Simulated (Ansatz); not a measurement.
Cost and result for the atomization energy of Br₃HOSi (`O[Si](Br)(Br)Br`) (6 atoms, 5 bonds).

Charge 0, multiplicity 1. Correlated methods include outer-core shells of Br, which these sets cover unevenly. Scalar relativity is left out up to krypton. All single points use the PBE0-D4/def2-TZVP geometry. It is one conformer, not always the lowest. Program: Ansatz. All runs use 4 threads of an Arm Neoverse V2 on a shared host. Times are those of one run each, without the atoms' runs, and a repeat can differ threefold. Electronic energies, without spin–orbit coupling; frozen cores. CCSD(T)/CBS adds CCSD(T) − MP2 in def2-TZVPP to the MP2 limit, and its time is that of the two runs behind it. T1 = 0.008. With those shells the extrapolation isn't a true limit. HSE06 is the plane-wave form, built on full-range PBE exchange.

CCSD(T)/CBS is a level of theory with its own doubt, some kJ/mol a heavy atom from the limit and from the frozen cores, so smaller differences don't rank the functionals.

| level | functions | wall time |
| --- | --- | --- |
| LDA (SPW92)/def2-TZVPP | 231 | 1.9 s |
| PBE-D4/def2-TZVPP (with forces) | 231 | 3.9 s |
| PBE0-D4/def2-TZVPP | 231 | 7 s |
| HSE06-D4/def2-TZVPP | 231 | 7.5 s |
| r2SCAN-D4/def2-TZVPP (with forces) | 231 | 8 s |
| CAM-B3LYP-D4/def2-TZVPP | 231 | 8 s |
| B2PLYP/def2-TZVPP | 231 | 11 s |
| r2SCANh-D4/def2-TZVPP | 231 | 12 s |
| ωB97M-V/def2-TZVPP (with forces) | 231 | 21 s |
| CCSD(T)/def2-SVP | 133 | 24 s |
| MP2/def2-QZVPP | 424 | 36 s |
| CCSD(T)/def2-TZVPP | 231 | 6.8 min |
| CCSD(T)/CBS(def2) | – | 7.4 min |

(1) What atomization energy does each give, and how far from CCSD(T)/CBS? (An estimate is asked.)

Results:

(1) The calculation gave: 
| level | atomization (kJ/mol) | difference from CCSD(T)/CBS | per bond |
| --- | --- | --- | --- |
| LDA (SPW92)/def2-TZVPP | 2292.1 | 293.3 | 58.7 |
| PBE-D4/def2-TZVPP (with forces) | 2004.0 | 5.2 | 1.0 |
| PBE0-D4/def2-TZVPP | 1962.6 | -36.2 | -7.3 |
| HSE06-D4/def2-TZVPP | 1964.4 | -34.4 | -6.9 |
| r2SCAN-D4/def2-TZVPP (with forces) | 1991.0 | -7.8 | -1.6 |
| CAM-B3LYP-D4/def2-TZVPP | 1931.9 | -66.9 | -13.4 |
| B2PLYP/def2-TZVPP | 1916.9 | -81.9 | -16.4 |
| r2SCANh-D4/def2-TZVPP | 1971.6 | -27.2 | -5.4 |
| ωB97M-V/def2-TZVPP (with forces) | 1959.6 | -39.2 | -7.9 |
| CCSD(T)/def2-SVP | 1759.4 | -239.4 | -47.9 |
| MP2/def2-QZVPP | 2059.6 | 60.8 | 12.2 |
| CCSD(T)/def2-TZVPP | 1901.8 | -97.0 | -19.4 |
| CCSD(T)/CBS(def2) | 1998.8 | 0.0 | 0.0 |

At CCSD(T), def2-SVP lies −239.4 kJ/mol from the extrapolated value and def2-TZVPP −97.1 kJ/mol: correlation converges slowly with the basis, and small sets miss more of it in the bonded molecule than in its fragments. From PBE to PBE0 (25 % exact exchange), in def2-TZVPP and without D4, the atomization energy moves by −37.6 kJ/mol: exact exchange takes away binding that semilocal exchange gives to molecules. The D4 term adds +45.7 kJ/mol with B3LYP and +23.6 kJ/mol with PBE0; it sums over pairs of atoms, weighted by their polarisabilities, and B3LYP, whose exchange is more repulsive, gets the larger term.

B3LYP here is the variant with VWN-RPA as its local correlation; programs differ in this.
